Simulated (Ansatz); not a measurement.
Gas-phase reaction in SMILES: [Br][GeH][Br] -> [Br][GeH-][Br] (an electron is taken up)
Each molecule is optimised on its own at B3LYP-D3(BJ)/def2-TZVP (Ansatz, a first-principles code).

Wanted: adiabatic electron affinity (electronic energy difference), positive where the reaction releases energy, in eV. Cores are frozen in the correlated levels unless marked. Open shells are spin-unrestricted. Spin-orbit coupling is left out. Frozen are the shells of the preceding noble gas and the d and f shells that filled before the atom's block. No relativistic terms. Anions need diffuse functions: aug- sets have them; def2-D sets add few; the other sets have none. CBS(X,Y): correlation extrapolated as X^-3; Hartree-Fock from the larger set.

```
level                                        program  adiabatic electron affinity (eV)
------------------------------------  --------------  --------------------------------
revPBE-D3(BJ)/def2-TZVPD              Ansatz + dftd3                              2.95
r2SCAN-D3(BJ)/def2-TZVPD              Ansatz + dftd3                              2.92
PBE0/def2-QZVPP                               Ansatz                              2.92
LC-wPBE-D3(BJ)/def2-TZVPD             Ansatz + dftd3                              2.94
wB97M-V/def2-TZVPD                            Ansatz                              3.07
MP2/STO-3G                                    Ansatz                             -2.09
SCS-MP2/aug-cc-pVTZ                           Ansatz                              2.98
SCS-MP2/cc-pVTZ                               Ansatz                              2.84
CCSD/aug-cc-pVDZ                              Ansatz                              3.01
CCSD(T)/CBS(aug-cc-pVTZ,aug-cc-pVQZ)          Ansatz                              3.08
```
